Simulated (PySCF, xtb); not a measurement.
C₄H₄F₂O₂, SMILES FC1(C[C@@H](C=O)O1)F. The values are those of a single conformer.

Harmonic wavenumbers (cm⁻¹) from GFN2-xTB in xtb 6.7.1 at its own minimum, in rising order: 10, 61, 179, 309, 318, 413, 472, 491, 554, 701, 833, 846, 907, 948, 1036, 1056, 1075, 1118, 1124, 1153, 1186, 1239, 1250, 1328, 1419, 1803, 2817, 2927, 3042, 3052.

### Question
What does PBE-D3(BJ)/def2-SVP (PySCF 2.14.0) give at its own minimum? (Estimate from the structure and the level; the computed values follow.)

### Answer
48, 71, 224, 307, 332, 389, 487, 505, 559, 729, 810, 865, 925, 933, 989, 1034, 1105, 1117, 1150, 1220, 1227, 1258, 1292, 1346, 1394, 1801, 2796, 3023, 3040, 3121. Paired by order, the mean absolute difference is 27 cm⁻¹ and the zero-point energies are 48.1 and 48.7 kcal/mol.
